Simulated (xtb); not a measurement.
germylsilane (H6GeSi), singlet, at a GFN2-xTB geometry, atoms displaced at random by about 0.02 Å a coordinate; GFN2-xTB run with xtb.

The xtb input:
```
$ xtb mol.xyz --gfn 2 --opt loose --json

# file mol.xyz
8

Si    -1.58945944     0.14475109     0.02752348
Ge     0.71155658    -0.07978893    -0.03020464
H     -2.16085700    -0.68135196     1.07486362
H     -1.91802339     1.57784665     0.35047112
H     -2.12873226    -0.17902152    -1.24623168
H      1.23652332    -1.38858048    -0.54059823
H      1.47763956     0.89077286    -0.91218413
H      1.46267734     0.05741784     1.33671558
```

Question: Predict the main parts of the log of this xtb run.

Answer: 
```
   ID    Z sym.   atoms
    1   14 Si     1
    2   32 Ge     2
    3    1 H      3-8

           -------------------------------------------------
          |                Calculation Setup                |
           -------------------------------------------------

           -------------------------------------------------
          |                 G F N 2 - x T B                 |
           -------------------------------------------------

          ...................................................
          :                      SETUP                      :
          :.................................................:
          :  # basis functions                  26          :
          :  # atomic orbitals                  24          :
          :  # shells                           12          :
          :  # electrons                        14          :
          :  max. iterations                   250          :
          :  Hamiltonian                  GFN2-xTB          :
          :  restarted?                      false          :
          :  GBSA solvation                  false          :
          :  PC potential                    false          :
          :  electronic temp.          300.0000000     K    :
          :  accuracy                    1.0000000          :
          :  -> integral cutoff          0.2500000E+02      :
          :  -> integral neglect         0.1000000E-07      :
          :  -> SCF convergence          0.1000000E-05 Eh   :
          :  -> wf. convergence          0.1000000E-03 e    :
          :  Broyden damping             0.4000000          :
          :  net charge                          0          :
          :  unpaired electrons                  0          :
          ...................................................

 iter      E             dE          RMSdq      gap      omega  full diag
   1     -6.6243278 -0.662433E+01  0.892E+00    6.16       0.0  T
   2     -6.7239276 -0.995998E-01  0.506E+00    4.62       1.0  T
   3     -6.7528451 -0.289174E-01  0.228E+00    5.17       1.0  T
   4     -6.7548088 -0.196372E-02  0.127E+00    4.97       1.0  T
   5     -6.7566594 -0.185057E-02  0.395E-01    5.05       1.0  T
   6     -6.7566097  0.496643E-04  0.267E-01    5.04       1.0  T
   7     -6.7567152 -0.105516E-03  0.707E-02    5.01       1.0  T
   8     -6.7567181 -0.290782E-05  0.456E-02    5.01       1.0  T
   9     -6.7567216 -0.351070E-05  0.880E-03    5.01       4.0  T
[...]
         :: total energy              -6.704829846015 Eh    ::
 * total energy  :    -6.7048298 Eh     change       -0.1442579E-10 Eh
 * total energy  :    -6.7070123 Eh     change       -0.2182410E-02 Eh
 * total energy  :    -6.7072243 Eh     change       -0.2120057E-03 Eh
 * total energy  :    -6.7074112 Eh     change       -0.1869704E-03 Eh
 * total energy  :    -6.7074075 Eh     change        0.3776201E-05 Eh
 * total energy  :    -6.7074146 Eh     change       -0.7105862E-05 Eh
   *** GEOMETRY OPTIMIZATION CONVERGED AFTER 6 ITERATIONS ***
         :: total energy              -6.707414561528 Eh    ::
[...]
     1  14 Si       3.692     0.431    98.926    19.051
     2  32 Ge       3.750     0.022   171.435    23.503
     3   1 H        0.918    -0.098     5.486     3.663
     4   1 H        0.918    -0.098     5.486     3.663
     5   1 H        0.918    -0.098     5.482     3.662
     6   1 H        0.938    -0.054     4.176     3.195
     7   1 H        0.938    -0.053     4.171     3.193
     8   1 H        0.938    -0.053     4.169     3.192

 Mol. C6AA /au·bohr⁶  :       1301.009166
 Mol. C8AA /au·bohr⁸  :      64971.673476
 Mol. α(0) /au        :         63.123390

Wiberg/Mayer (AO) data.
largest (>0.10) Wiberg bond orders for each atom

 ---------------------------------------------------------------------------
     #   Z sym  total        # sym  WBO       # sym  WBO       # sym  WBO
 ---------------------------------------------------------------------------
     1  14 Si   3.595 --     4 H    0.887     3 H    0.887     5 H    0.887
                             2 Ge   0.780
     2  32 Ge   3.580 --     6 H    0.887     8 H    0.887     7 H    0.887
                             1 Si   0.780
     3   1 H    0.990 --     1 Si   0.887
     4   1 H    0.990 --     1 Si   0.887
     5   1 H    0.990 --     1 Si   0.887
     6   1 H    0.997 --     2 Ge   0.887
     7   1 H    0.997 --     2 Ge   0.887
     8   1 H    0.997 --     2 Ge   0.887
 ---------------------------------------------------------------------------

Topologies differ in total number of bonds
Writing topology from bond orders to xtbtopo.mol

molecular dipole:
                 x           y           z       tot (Debye)
 q only:       -0.517       0.057       0.014
   full:       -0.492       0.055       0.013       1.258
molecular quadrupole (traceless):
                xx          xy          yy          xz          yz          zz
 q only:       -0.284       0.046       0.139       0.018      -0.002       0.145
  q+dip:       -2.252       0.375       1.105       0.102      -0.013       1.148
   full:       -1.971       0.329       0.967       0.087      -0.010       1.004

optimized geometry written to: xtbopt.xyz

           -------------------------------------------------
          | TOTAL ENERGY               -6.707414561528 Eh   |
          | GRADIENT NORM               0.000168910567 Eh/α |
          | HOMO-LUMO GAP               5.154740530240 eV   |
           -------------------------------------------------

normal termination of xtb
```
